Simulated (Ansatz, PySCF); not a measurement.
Spin states of Cl2W (SMILES [Cl][W][Cl]), each relaxed with B3LYP-D3(BJ)/def2-TZVP.
State 1 (charge 0, multiplicity 5):
```xyz
3

W      0.48332     0.11060     0.02504
Cl    -0.41163     1.52639    -1.53034
Cl    -0.10486    -1.58962     1.43498
```
State 2 (charge 0, multiplicity 3):
```xyz
3

W     -0.0076     0.0164    -0.0231
Cl    -0.1709     1.6243    -1.5546
Cl     0.1454    -1.5934     1.5073
```

Singlets are restricted, other states unrestricted; no spin–orbit coupling, no relativity up to Kr; see below for the cores. The largest T1 diagnostic is 0.024.

Correlated levels freeze the inner cores; with def2 sets outer-core shells near the valence are correlated too.

Codes used: Ansatz (an electronic-structure program) with Gaussian orbitals; PySCF for the dispersion terms. Each number belongs to the level named beside it. In def2 rows elements past Kr take small-core potentials, without spin–orbit coupling.

```
level                        energy of the multiplicity-3 state less that of the multiplicity-5 state (kcal/mol)
---------------------------  -----------------------------------------------------------------------------------
SVWN5/def2-TZVPP                                                                                            0.22
PBE-D4/def2-TZVPP                                                                                           8.53
BLYP-D4/def2-TZVPP                                                                                          0.89
BHLYP/def2-TZVPP                                                                                            8.11
BHLYP-D3(BJ)/def2-TZVPP                                                                                     8.13
CAM-B3LYP-D3(BJ)/def2-TZVPP                                                                           (withheld)
B2PLYP-D3(BJ)/def2-TZVPP                                                                                    3.82
B2PLYP-D4/def2-TZVPP                                                                                        3.82
CCSD(T)/def2-SVP                                                                                      (withheld)
```

Question: What belongs in the gaps?

Answer: 
- CAM-B3LYP-D3(BJ)/def2-TZVPP, energy of the multiplicity-3 state less that of the multiplicity-5 state (kcal/mol): 4.01
- CCSD(T)/def2-SVP, energy of the multiplicity-3 state less that of the multiplicity-5 state (kcal/mol): 8.33
